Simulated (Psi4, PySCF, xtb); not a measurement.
Internal rotation in SMILES CC(C)(C)CC[SeH], singlet. Scanned: dihedral C5–C6–Se7–H21; all other coordinates were relaxed at GFN2-xTB. Points at φ and −φ are mirror images. Heavy atoms are numbered in the order of the SMILES CC(C)(C)CC[SeH], hydrogens after them in the order of the atoms that carry them; the mirror image has the same energies with the sign of each dihedral reversed.

Computed with: RKS-B3LYP/6-31G* = restricted B3LYP/6-31G*, spherical d, density fitting // GFN2-xTB run with PySCF 2.14.0; GFN1-xTB // GFN2-xTB (xtb); RMP2/6-31G* = restricted MP2 (frozen core)/6-31G*, spherical d // GFN2-xTB (PySCF); PBE-D3(BJ)/def2-SVP // GFN2-xTB (Psi4).

Energies relative to the lowest point of each profile, in kcal/mol; the last columns give the difference from PBE-D3(BJ):

```csv
φ / °,RKS-B3LYP/6-31G*,GFN1-xTB,RMP2/6-31G*,PBE-D3(BJ)/def2-SVP,RKS-B3LYP/6-31G* − PBE-D3(BJ)/def2-SVP,GFN1-xTB − PBE-D3(BJ)/def2-SVP,RMP2/6-31G* − PBE-D3(BJ)/def2-SVP
-165,0.43,0.91,0.62,0.73,-0.30,0.18,-0.11
-150,0.72,1.04,0.94,1.01,-0.29,0.03,-0.08
-135,1.03,1.14,1.25,1.26,-0.23,-0.13,-0.01
-120,1.12,1.06,1.34,1.30,-0.18,-0.24,0.04
-105,0.92,0.78,1.09,1.02,-0.10,-0.25,0.06
-90,0.52,0.40,0.61,0.55,-0.03,-0.16,0.05
-75,0.14,0.09,0.16,0.14,0.01,-0.05,0.03
-60,0.00,0.00,0.00,0.00,0.00,0.00,0.00
-45,0.19,0.17,0.21,0.22,-0.03,-0.04,-0.01
-30,0.59,0.55,0.67,0.65,-0.06,-0.11,0.02
-15,1.00,0.92,1.14,1.09,-0.09,-0.17,0.05
0,1.18,1.08,1.33,1.28,-0.10,-0.20,0.05
15,1.00,0.92,1.14,1.09,-0.09,-0.17,0.05
30,0.59,0.55,0.67,0.65,-0.06,-0.11,0.02
45,0.19,0.17,0.21,0.22,-0.03,-0.04,-0.01
60,0.00,0.00,0.00,0.00,0.00,0.00,0.00
75,0.14,0.09,0.16,0.14,0.01,-0.05,0.03
90,0.52,0.40,0.61,0.55,-0.03,-0.16,0.05
105,0.92,0.78,1.09,1.02,-0.10,-0.25,0.06
120,1.12,1.06,1.34,1.30,-0.18,-0.24,0.04
135,1.03,1.14,1.25,1.26,-0.23,-0.13,-0.01
150,0.72,1.04,0.94,1.01,-0.29,0.03,-0.08
165,0.43,0.91,0.62,0.73,-0.30,0.18,-0.11
180,0.31,0.85,0.50,0.59,-0.28,0.26,-0.10
```

RKS-B3LYP/6-31G* is furthest from PBE-D3(BJ)/def2-SVP at -165 (-0.30 kcal/mol, below); its mean absolute difference over the points is 0.13 kcal/mol.

GFN1-xTB is furthest from PBE-D3(BJ)/def2-SVP at 180 (0.26 kcal/mol, above); its mean absolute difference over the points is 0.13 kcal/mol.

RMP2/6-31G* is furthest from PBE-D3(BJ)/def2-SVP at -165 (-0.11 kcal/mol, below); its mean absolute difference over the points is 0.05 kcal/mol.
